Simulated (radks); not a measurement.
Species: Hg+. Configuration: [Xe] 4f14 5d10 6s1 (the NIST ground configuration). Calculated with a radial shooting solver on a logarithmic mesh with Libxc functionals: Dirac Kohn-Sham, LDA (Slater exchange, VWN5 correlation), spin-unpolarised, spherical densities, finite nucleus; Fermi nuclear charge, rms radius 5.4648 fm.

Unscreened Slater integrals over Kohn-Sham orbitals (hartree). Large and small components are both included.

integral,value
"F0(6s1/2,6s1/2)",0.36148
"F0(6s1/2,5d5/2)",0.42639
"G2(6s1/2,5d5/2)",0.10535
"F0(6s1/2,5d3/2)",0.42995
"G2(6s1/2,5d3/2)",0.096114
"F0(6s1/2,5p3/2)",0.44920
"G1(6s1/2,5p3/2)",0.035199
"F0(5d5/2,5d5/2)",0.60542
"F2(5d5/2,5d5/2)",0.30960
"F4(5d5/2,5d5/2)",0.20377
"F0(5d5/2,5d3/2)",0.61781
"F2(5d5/2,5d3/2)",0.31606
"G2(5d5/2,5d3/2)",0.31556
"G4(5d5/2,5d3/2)",0.20795
"F0(5d5/2,5p3/2)",0.69494
"F2(5d5/2,5p3/2)",0.34106
"G1(5d5/2,5p3/2)",0.41252
"G3(5d5/2,5p3/2)",0.25444
"F0(5d3/2,5d3/2)",0.63104
"F2(5d3/2,5d3/2)",0.32365
"F0(5d3/2,5p3/2)",0.71411
"F2(5d3/2,5p3/2)",0.35669
"G1(5d3/2,5p3/2)",0.43930
"G3(5d3/2,5p3/2)",0.27112
"F0(5p3/2,5p3/2)",0.84189
"F2(5p3/2,5p3/2)",0.45230
